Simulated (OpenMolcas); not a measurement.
Ag4+: moving or changing the point charges

Ag4+ among 6 point charges of -1 e arranged as an octahedron (Oh), 2.09 Å from the ion.

| Item | Value |
| --- | --- |
| Program | OpenMolcas 26.06 |
| Method | CASSCF |
| Basis | ANO-RCC-VDZP [6s5p3d1f] |
| Scalar Hamiltonian | DKH2, point nucleus |
| Active space | 7 electrons in 5 orbitals (4d) |
| State averaging | 2S+1 = 4 even, 10 roots; 2S+1 = 2 even, 40 roots |
| Spin-orbit coupling | RASSI with atomic mean-field integrals over the reference wave functions |

Runs around this geometry, states (labels of O, the rotations of Oh). Energies in cm-1 above the lowest state or level, χT in cm3 K/mol; under a threefold ground state the first gap can be a small split of the lowest multiplet, not the spin-orbit step; 10Dq and B are least-squares fits to the states below 45000 cm-1, weighted by degeneracy, with a free offset, and given where the rms deviation is under 5 % of |10Dq| (or 100 cm-1) and under 700 cm-1.

```tsv
R (Å)	q (e)	Ground state	First state of that spin	10Dq	B (rms of fit)	First gap with spin-orbit (degeneracies)	χT at 300 K	First state of another spin
2.09	-0.5	4T1	4T2 976.6	1162	1070 (21)	284.4 (2, 4)	4.897	2E 17619
1.98	-1	4T1	4T2 2554	2966	1069 (51)	634.6 (2, 4)	4.091	2E 16946
2.09	-1	4T1	4T2 1975	2309	1070 (41)	522.5 (2, 4)	4.337	2E 17311
2.18	-1	4T1	4T2 1615	1897	1070 (34)	443.0 (2, 4)	4.519	2E 17482
```

Taking |10Dq| as R^-n, n = -ln(1897 / 2966) / ln(2.18 / 1.98) = 4.6 between the shortest and longest distance. The point-charge formula for a cubic d site gives n = 5.

Scaling the charges by -0.5 / -1 = 0.50 scales |10Dq| by 1162 / 2309 = 0.50; with fixed orbitals a first-order splitting would follow the charge.

An orbital triplet at a regular site is open to Jahn-Teller coupling, which can distort the site and quench the lowest spin-orbit gaps and is left out. Without dynamic correlation the repulsion within the d shell is too large (B by tens of per cent), so at a given field states of lower spin stand too high. Point charges give a weaker field than real ligands, and real ions of this kind are as a rule low spin; the high spin found here belongs to the model. This field is weak: 10Dq is about 1162 cm-1, while octahedral complexes of 4d ions of charge 3 and more, computed by the same method with explicit ligands, had a median near 25000 cm-1. Ground spin and moment need not be those of a real site (figures for R = 2.09, q = -0.5; the like holds for R = 1.98, q = -1, R = 2.09, q = -1, R = 2.18, q = -1). The ground term spreads over less than 5000 cm-1, several times less than with real ligands, so orbital moments are less quenched and χT lies further from the spin-only value than at real sites (holds for R = 2.09, q = -0.5; R = 2.09, q = -1; R = 2.18, q = -1). This is an electrostatic model: the charges have no orbitals. No measured value stands beside these numbers.
